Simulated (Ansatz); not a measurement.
# What each rung costs, and what it gives

Saddle point of BH3SOF2, closed shell (BHOF₂ ([OH][B]([F])[F]) + H₂S → BHSF₂ ([F][B]([F])[SH]) + H₂O (still joined by a long B–O bond); bonds formed: B1–S6, O2–H5; bonds broken: H5–S6; bonds weakened to dative contacts: B1–O2), PBE0-D4/def2-TZVP structure:

B1  (-0.535, 0.391, -0.229)
O2  (0.942, 0.439, -0.565)
F3  (-1.285, 0.089, -1.307)
F4  (-0.930, 1.415, 0.536)
H5  (0.923, -0.641, 0.101)
S6  (-0.258, -1.347, 0.925)
H7  (1.098, 0.332, -1.511)
H8  (0.046, -0.679, 2.050)
(Å)

Barriers are electronic and count from the start structure reached by relaxing down the imaginary mode.

Ansatz 0.2.0; basis: as named in each row; cores frozen in the correlated methods. B3LYP uses VWN-RPA correlation. Extrapolation: Hartree–Fock as exp(−7.88 √X), correlation as X^−2.97.

Times are rough, for one single point on 4 threads of a shared host (Intel Xeon).

The estimate by CCSD(T) at an estimated basis limit (MP2 extrapolated from triple and quadruple zeta, plus CCSD(T) − MP2 in triple zeta) is 130.7 kJ/mol.

```json
{"method": "HF", "basis": "STO-3G", "time (s)": "under 1", "barrier (kJ/mol)": "149.5", "method less estimate": "18.8"}
{"method": "PBE-D4", "basis": "STO-3G", "time (s)": "under 1", "barrier (kJ/mol)": "7.0", "method less estimate": "-123.7"}
{"method": "SPW92", "basis": "def2-SVP", "time (s)": "under 1", "barrier (kJ/mol)": "39.4", "method less estimate": "-91.2"}
{"method": "B3LYP-D4", "basis": "6-31G", "time (s)": "1", "barrier (kJ/mol)": "107.1", "method less estimate": "-23.6"}
{"method": "PBE-D4", "basis": "def2-SVP", "time (s)": "1", "barrier (kJ/mol)": "78.0", "method less estimate": "-52.7"}
{"method": "PBE0-D4", "basis": "def2-SVP", "time (s)": "1", "barrier (kJ/mol)": "96.8", "method less estimate": "-33.9"}
{"method": "SPW92", "basis": "def2-TZVPP", "time (s)": "2", "barrier (kJ/mol)": "57.7", "method less estimate": "-73.0"}
{"method": "PBE-D4", "basis": "def2-TZVPP", "time (s)": "2", "barrier (kJ/mol)": "93.1", "method less estimate": "-37.6"}
{"method": "BLYP-D4", "basis": "def2-TZVPP", "time (s)": "3", "barrier (kJ/mol)": "120.0", "method less estimate": "-10.7"}
{"method": "BHLYP-D4", "basis": "def2-TZVPP", "time (s)": "3", "barrier (kJ/mol)": "150.4", "method less estimate": "19.7"}
{"method": "PBE0-D4", "basis": "def2-TZVPP", "time (s)": "4", "barrier (kJ/mol)": "109.1", "method less estimate": "-21.6"}
{"method": "B3LYP-D4", "basis": "def2-TZVPP", "time (s)": "4", "barrier (kJ/mol)": "130.5", "method less estimate": "-0.1"}
{"method": "CAM-B3LYP-D4", "basis": "def2-TZVPP", "time (s)": "4", "barrier (kJ/mol)": "132.1", "method less estimate": "1.5"}
{"method": "wB97M-V", "basis": "def2-SVP", "time (s)": "4", "barrier (kJ/mol)": "109.8", "method less estimate": "-20.9"}
{"method": "CCSD(T)", "basis": "def2-SVP", "time (s)": "4", "barrier (kJ/mol)": "138.2", "method less estimate": "7.5"}
{"method": "r2SCAN-D4", "basis": "def2-TZVPP", "time (s)": "5", "barrier (kJ/mol)": "106.7", "method less estimate": "-23.9"}
{"method": "r2SCAN0-D4", "basis": "def2-TZVPP", "time (s)": "6", "barrier (kJ/mol)": "117.9", "method less estimate": "-12.8"}
{"method": "RPA on PBE", "basis": "def2-TZVPP", "time (s)": "6", "barrier (kJ/mol)": "131.9", "method less estimate": "1.2"}
{"method": "B2PLYP", "basis": "def2-TZVPP", "time (s)": "6", "barrier (kJ/mol)": "132.6", "method less estimate": "2.0"}
{"method": "PBE-QIDH", "basis": "def2-TZVPP", "time (s)": "6", "barrier (kJ/mol)": "119.9", "method less estimate": "-10.7"}
{"method": "wB97M-V", "basis": "def2-TZVPP", "time (s)": "8", "barrier (kJ/mol)": "125.7", "method less estimate": "-4.9"}
{"method": "wB97X-V", "basis": "def2-TZVPP", "time (s)": "8", "barrier (kJ/mol)": "126.4", "method less estimate": "-4.3"}
{"method": "B97M-V", "basis": "def2-TZVPP", "time (s)": "8", "barrier (kJ/mol)": "129.4", "method less estimate": "-1.3"}
{"method": "MP2", "basis": "def2-QZVPP", "time (s)": "22", "barrier (kJ/mol)": "121.9", "method less estimate": "-8.7"}
{"method": "CCSD(T)", "basis": "def2-TZVPP", "time (s)": "85", "barrier (kJ/mol)": "132.8", "method less estimate": "2.1"}
```

All methods are single points on the PBE0-D4 structures.

The T1 diagnostic stays at or below 0.013.

Labels in which every atom is bracketed show which atoms are joined, not bond orders.
